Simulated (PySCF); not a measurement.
A calculated (LDA, PySCF 2.14, def2-TZVPPD, the non-relativistic Hamiltonian (point nucleus)) atom or ion has these occupied shells.

| shell | electrons | orbital energy (eV) | rms radius, mean of both spins (bohr) |
| --- | --- | --- | --- |
| 1s α | 1 | -5859.5 | 0.0744 |
| 1s β | 1 | -5859.5 | 0.0744 |
| 2s α | 1 | -697.62 | 0.322 |
| 2s β | 1 | -696.18 | 0.322 |
| 2p α | 3 | -599.83 | 0.290 |
| 2p β | 3 | -598.71 | 0.290 |
| 3s α | 1 | -112.21 | 0.963 |
| 3s β | 1 | -108.92 | 0.963 |
| 3p α | 3 | -84.708 | 1.02 |
| 3p β | 3 | -81.494 | 1.02 |
| 3d α | 3 | -40.930 | 1.22 |

(1) Name the element and its charge.

Results:

(1) Cr³⁺ (chromium, charge +3), in [Ar] 3d3, high-spin 4F determinant.
